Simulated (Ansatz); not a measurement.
One change: `[F][SnH2][O]C(F)(F)F` becomes `C=CSC(F)(F)F`.

Ansatz, PBE0-D4/def2-TZVP geometries, multiplicity 1. Each molecule was computed in one conformer, which needn't be the lowest.

Elements past krypton have def2 core potentials.

| property | `[F][SnH2][O]C(F)(F)F` |
| --- | --- |
| LUMO energy (B3LYP/def2-TZVPP) / eV | -1.55 |
| HOMO–LUMO gap (ωB97M-V/def2-TZVPP) / eV | 12.99 |
| LUMO energy (PBE/def2-TZVPP) / eV | -2.16 |
| HOMO energy (PBE0/def2-TZVPP) / eV | -10.12 |
| size of the dipole moment (PBE/def2-TZVPP) / D | 3.81 |
| HOMO–LUMO gap (PBE/def2-TZVPP) / eV | 6.11 |

Problem. What does the change do to each property? (An estimate is asked.)

Solution. Ansatz gave: 
```json
{"property": "LUMO energy (B3LYP/def2-TZVPP) / eV", "`C=CSC(F)(F)F`": "-0.64", "shift": "0.91"}
{"property": "HOMO–LUMO gap (ωB97M-V/def2-TZVPP) / eV", "`C=CSC(F)(F)F`": "10.94", "shift": "-2.05"}
{"property": "LUMO energy (PBE/def2-TZVPP) / eV", "`C=CSC(F)(F)F`": "-1.37", "shift": "0.79"}
{"property": "HOMO energy (PBE0/def2-TZVPP) / eV", "`C=CSC(F)(F)F`": "-7.12", "shift": "3.00"}
{"property": "size of the dipole moment (PBE/def2-TZVPP) / D", "`C=CSC(F)(F)F`": "1.50", "shift": "-2.31"}
{"property": "HOMO–LUMO gap (PBE/def2-TZVPP) / eV", "`C=CSC(F)(F)F`": "4.61", "shift": "-1.50"}
```

With PBE0 the HOMO rises by 3.00 eV and the LUMO rises by 0.76 eV, so the gap narrows by about 2.24 eV. PBE moves the HOMO by 2.30 eV and ωB97M-V by 3.21 eV. Dipoles are sizes alone; their direction can turn.

B3LYP here is the variant with VWN-RPA as its local correlation; programs differ in this.
